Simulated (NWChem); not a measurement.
System: C$_{4}$H$_{4}$O$_{2}$; SMILES C1C(OC=C1)=O

The following NWChem deck was run.

```
start job
memory heap 200 mb stack 900 mb global 1100 mb
geometry units angstroms noautoz
  O      0.017125     2.009421     0.000000
  C     -0.015752     0.820603     0.000000
  C     -1.204669    -0.126135     0.000000
  C     -0.553948    -1.469738     0.000000
  C      0.765265    -1.267318     0.000000
  O      1.126901     0.054712     0.000000
  H     -1.832456     0.078156    -0.883664
  H     -1.832456     0.078156     0.883664
  H     -1.054741    -2.435633     0.000000
  H      1.597979    -1.969001     0.000000
end
basis spherical
  * library def2-tzvp
end
dft
  xc becke88 lyp
  iterations 150
  semidirect filesize 400000000
  mulliken
end
task dft energy
```

Structure relaxed at the PBE0/def2-SVP level.

Question: Give the results of this calculation. (BLYP/def2-TZVP.) Quantities: energy (Ha); highest occupied level (eV); orbital gap (eV); dipole (D).

Answer: 
```yaml
energy (Ha): -305.30
highest occupied level (eV): -5.96
orbital gap (eV): 4.43
dipole (D): 3.70
```
